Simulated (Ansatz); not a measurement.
Basis-set extrapolation for CH$_{4}$ClFSSi, SMILES `FC[SiH](S)Cl` (PBE0-D4/def2-TZVP geometry, frozen core, Ansatz 0.2.0). Multiplicity 1, RHF reference.

```csv
,def2-TZVPP,def2-QZVPP
HF,-1285.773317,-1285.812519
MP2 correlation,-0.903297,-0.984496
CCSD(T) correlation,-0.995426,not run
```

Energies in hartree. Use E(X) = E(∞) + A·exp(−7.88·√X) for Hartree–Fock and E(X) = E(∞) + B·X^(−2.97) for correlation, with X = 3 and 4, and add CCSD(T) minus MP2 of the smaller set to the MP2 limit.

What is the CCSD(T) energy at the basis-set limit?

HF limit: -1285.812519 + (-0.039202) × 0.13774 = -1285.81792. MP2 limit: -0.984496 + (-0.081199) × 0.74074 = -1.04464. Higher-order term: -0.995426 − (-0.903297) = -0.09213. Total: -1286.95469 hartree, 116.7 kcal/mol below CCSD(T)/def2-TZVPP.
